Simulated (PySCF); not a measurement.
**Electron correlation in B⁺ (boron, charge +1)**

[He] 2s2, closed-shell 1S. Calculation: PySCF 2.14, in 6-31G* (3s2p1d, 14 functions); the non-relativistic Hamiltonian (point nucleus). Frozen: 1s2; 2 electrons correlated.

Total MP2 correlation energy: -33.34 mhartree.

Same-spin part 0.00 and opposite-spin part -33.34 mhartree; SCS-MP2 scales them by 1/3 and 6/5 to -40.01 mhartree.

With two correlated electrons CCSD is exact within the correlated space (frozen core and kept virtual orbitals).

```csv
level,correlation energy (mhartree)
CCSD,-58.74
```

Diagnostics: T1 = 0.011, D1 = 0.0153, largest double amplitude 0.158.

A double-excitation amplitude exceeds 0.15, a sign of near-degeneracy.

Cost of the coupled-cluster step: 0.08 s of wall time on 1 thread of Neoverse-N1 (shared host), for 2 correlated electrons.

Iterations:

```
CC2 = 0
CCSD nocc = 1, nmo = 13
frozen orbitals [0]
max_cycle = 100
direct = 0
conv_tol = 1e-08
conv_tol_normt = 1e-06
diis_space = 8
diis_start_cycle = 0
Init t2, MP2 energy = -24.2673854182573  E_corr(MP2) -0.0333438185337535
Init E_corr(CCSD) = -0.0333438185337535
cycle = 1  E_corr(CCSD) = -0.0460582605817992  dE = -0.012714442  norm(t1,t2) = 0.0684366
cycle = 2  E_corr(CCSD) = -0.052117406658721  dE = -0.00605914608  norm(t1,t2) = 0.0360636
cycle = 3  E_corr(CCSD) = -0.0588309468870929  dE = -0.00671354023  norm(t1,t2) = 0.01926
cycle = 4  E_corr(CCSD) = -0.058711586754139  dE = 0.000119360133  norm(t1,t2) = 0.000293286
cycle = 5  E_corr(CCSD) = -0.0587488640858661  dE = -3.72773317e-05  norm(t1,t2) = 8.73711e-05
cycle = 6  E_corr(CCSD) = -0.05873963905869  dE = 9.22502718e-06  norm(t1,t2) = 2.38658e-05
cycle = 7  E_corr(CCSD) = -0.0587405452543576  dE = -9.06195668e-07  norm(t1,t2) = 2.06325e-06
cycle = 8  E_corr(CCSD) = -0.058740377282751  dE = 1.67971607e-07  norm(t1,t2) = 7.19152e-07
cycle = 9  E_corr(CCSD) = -0.0587403482318908  dE = 2.90508602e-08  norm(t1,t2) = 2.22307e-07
cycle = 10  E_corr(CCSD) = -0.0587403060137882  dE = 4.22181026e-08  norm(t1,t2) = 1.36341e-07
cycle = 11  E_corr(CCSD) = -0.0587403019305336  dE = 4.08325462e-09  norm(t1,t2) = 1.30859e-08
CCSD converged
E(CCSD) = -24.29278190165407  E_corr = -0.05874030193053359
```
